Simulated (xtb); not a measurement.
Cl2MoO2, charge +1, doublet, at a GFN2-xTB geometry (such geometries of metal compounds can be far from the true shape) (the multiplicity is a formal guess); GFN1-xTB with ALPB(chcl3) (xtb 6.7.1).

The xtb input:
```
$ xtb mol.xyz --gfn 1 --chrg 1 --uhf 1 --alpb chcl3 --json

# file mol.xyz
5

Mo     0.28291459    -0.05232677     0.09346190
O      1.48040807    -0.59010544    -0.90696182
O      0.77601742     0.17276583     1.65238045
Cl    -0.45390895     1.80444866    -0.66278406
Cl    -1.30690381    -1.47877563     0.08109295
```

**Question.** What does xtb print? Leave out banner, timings and long lists.

**Answer.** 
```
   ID    Z sym.   atoms
    1   42 Mo     1
    2    8 O      2, 3
    3   17 Cl     4, 5

           -------------------------------------------------
          |                Calculation Setup                |
           -------------------------------------------------

           -------------------------------------------------
          |                 G F N 1 - x T B                 |
           -------------------------------------------------

      * Solvation model:               ALPB
        Solvent                        chcl3
        Parameter file                 internal GFN1-xTB/ALPB
        Dielectric constant                4.8100E+00
        Reference state                gsolv [1 M gas/solution]
        Free energy shift                  2.8899E-03 Eh       1.8134E+00 kcal/mol
        Temperature                        2.9815E+02 K
        Density                            1.4900E+00 kg/L
        Solvent mass                       1.1938E+02 g/mol
        Interaction kernel             P16
        Born radius scaling (c1)           1.4984E+00
        Born radii integrator          GBOBC
        Born offset                        0.0000E+00 a0       0.0000E+00 AA
        H-bond correction              false
        Ion screening                  false
        Surface tension                    1.0000E-05 Eh       1.5569E+01 dyn/cm
        Grid points                               230 per atom

          ...................................................
          :                      SETUP                      :
          :.................................................:
          :  # basis functions                  38          :
          :  # atomic orbitals                  35          :
          :  # shells                           13          :
          :  # electrons                        31          :
          :  # halogen bonds                     4          :
          :  max. iterations                   250          :
          :  Hamiltonian                  GFN1-xTB          :
          :  restarted?                      false          :
          :  GBSA solvation                   true          :
          :  PC potential                    false          :
          :  electronic temp.          300.0000000     K    :
          :  accuracy                    1.0000000          :
          :  -> integral cutoff          0.2500000E+02      :
          :  -> integral neglect         0.1000000E-07      :
          :  -> SCF convergence          0.1000000E-05 Eh   :
          :  -> wf. convergence          0.2000000E-04 e    :
          :  Broyden damping             0.4000000          :
          :  net charge                          1          :
          :  unpaired electrons                  1          :
          ...................................................

 iter      E             dE          RMSdq      gap      omega  full diag
   1    -19.4960718 -0.194961E+02  0.114E+01    4.93       0.0  T
   2    -19.5874533 -0.913815E-01  0.577E+00    4.50       1.0  T
   3    -19.6567655 -0.693123E-01  0.507E+00    4.79       1.0  T
   4    -19.7165976 -0.598321E-01  0.681E-01    5.06       1.0  T
   5    -19.7171429 -0.545306E-03  0.566E-02    5.08       1.0  T
   6    -19.7163013  0.841624E-03  0.392E-01    5.06       1.0  T
   7    -19.7171232 -0.821835E-03  0.894E-02    5.08       1.0  T
   8    -19.7171468 -0.236550E-04  0.628E-02    5.08       1.0  T
   9    -19.7171701 -0.232675E-04  0.221E-03    5.08      20.3  T
  10    -19.7171701  0.183536E-07  0.280E-03    5.08      16.0  T
  11    -19.7171701 -0.770717E-08  0.253E-03    5.08      17.7  T
  12    -19.7171701 -0.358581E-07  0.230E-04    5.08     194.7  T
  13    -19.7171701  0.560121E-10  0.249E-04    5.08     179.4  T
  14    -19.7171701 -0.148123E-09  0.188E-04    5.08     238.1  T
  15    -19.7171701 -0.206690E-09  0.783E-06    5.08    5709.5  T

   *** convergence criteria satisfied after 15 iterations ***

[...]
         :: total energy             -19.617327153064 Eh    ::
[...]

           -------------------------------------------------
          |                Property Printout                |
           -------------------------------------------------

    * Orbital Energies and Occupations

         #    Occupation            Energy/Eh            Energy/eV
      -------------------------------------------------------------
         1        2.0000           -1.0820511             -29.4441
       ...           ...                  ...                  ...
         4        2.0000           -0.8331711             -22.6717
         5        2.0000           -0.6491742             -17.6649
         6        2.0000           -0.6351609             -17.2836
         7        2.0000           -0.6291597             -17.1203
         8        2.0000           -0.6255654             -17.0225
         9        2.0000           -0.6249192             -17.0049
        10        2.0000           -0.6091076             -16.5747
        11        2.0000           -0.5961765             -16.2228
        12        2.0000           -0.5945080             -16.1774
        13        2.0000           -0.5943677             -16.1736
        14        1.8009           -0.5811343             -15.8135
        15        1.6452           -0.5803798             -15.7929
        16        1.5538           -0.5800169             -15.7831 (HOMO)
        17                         -0.3934397             -10.7060 (LUMO)
        18                         -0.3608228              -9.8185
        19                         -0.3386586              -9.2154
        20                         -0.3116154              -8.4795
        21                         -0.2977525              -8.1023
        22                         -0.2072667              -5.6400
        23                         -0.2064503              -5.6178
        24                         -0.2061879              -5.6107
        25                         -0.2058204              -5.6007
        26                         -0.2042616              -5.5582
        27                         -0.1863451              -5.0707
       ...                                ...                  ...
        35                          0.2232957               6.0762
      -------------------------------------------------------------
                  HL-Gap            0.1865773 Eh            5.0770 eV
             Fermi-level           -0.5332699 Eh          -14.5110 eV

  Mulliken/CM5 charges         n(s)   n(p)   n(d)
     1Mo    1.82877  2.51447   0.647  1.093  2.431
     2O    -0.60609 -0.85196   1.700  4.906  0.000
     3O    -0.60609 -0.85196   1.700  4.906  0.000
     4Cl    0.19171  0.09472   1.884  4.937 -0.013
     5Cl    0.19171  0.09472   1.884  4.937 -0.013

Wiberg/Mayer (AO) data.
largest (>0.10) Wiberg bond orders for each atom

 ---------------------------------------------------------------------------
     #   Z sym  total        # sym  WBO       # sym  WBO       # sym  WBO
 ---------------------------------------------------------------------------
     1  42 Mo   6.249 --     3 O    1.897     2 O    1.897     4 Cl   1.227
                             5 Cl   1.227
     2   8 O    2.062 --     1 Mo   1.897
     3   8 O    2.062 --     1 Mo   1.897
     4  17 Cl   1.411 --     1 Mo   1.227
     5  17 Cl   1.411 --     1 Mo   1.227
 ---------------------------------------------------------------------------

Topologies differ in total number of bonds
Writing topology from bond orders to xtbtopo.mol

 dipole moment from electron density (au)
     X       Y       Z
  -2.6629   0.4925  -0.8797  total (Debye):    7.237

           -------------------------------------------------
          | TOTAL ENERGY              -19.617327153064 Eh   |
          | GRADIENT NORM               0.046079355358 Eh/α |
          | HOMO-LUMO GAP               5.077025543236 eV   |
           -------------------------------------------------

normal termination of xtb
```
